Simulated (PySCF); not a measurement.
# How methods differ on the excitation energy of Nd(2+)

Nd(2+) [Xe] 4f4 (high-spin determinant) → Nd(2+) [Xe] 4f3 6s1 (high-spin determinant), as a difference of total energies. Calculation: PySCF 2.14, in cc-pVDZ-X2C (8s7p5d3f1g, 84 functions); the spin-free X2C one-electron Hamiltonian (Gaussian nucleus). Correlated levels: valence: [Kr] 4d10 frozen; valence and next inner shell: [Ar] 3d10 frozen. The calculations carry no spin-orbit coupling.

```
                                method  excitation energy (eV)
                                   UHF                   2.606
                                   LDA                   5.033
                                   PBE                   4.894
                                  PBE0                   4.552
                                r2SCAN                   4.983
                             BHandHLYP                   3.864
                                   M06                   5.026
                                  TPSS                   4.926
                         MP2 (valence)                   3.369
                     SCS-MP2 (valence)                   3.059
    MP2 (valence and next inner shell)                   3.290
SCS-MP2 (valence and next inner shell)                   2.965
```

How much does correlation contribute at MP2 (valence and next inner shell)?

3.290 − (2.606) = 0.684 eV, measured against UHF.

A first-order spin-orbit estimate (lowest level to lowest level, LS coupling) adds -0.042 eV.

The basis was made for the ground configuration and has no added diffuse functions, so the excitation energy can come out too high.

The determinant of the upper state and of the lower state mixes LS terms, which raises its energy above the lowest term, most at the Hartree-Fock and MP2 levels.
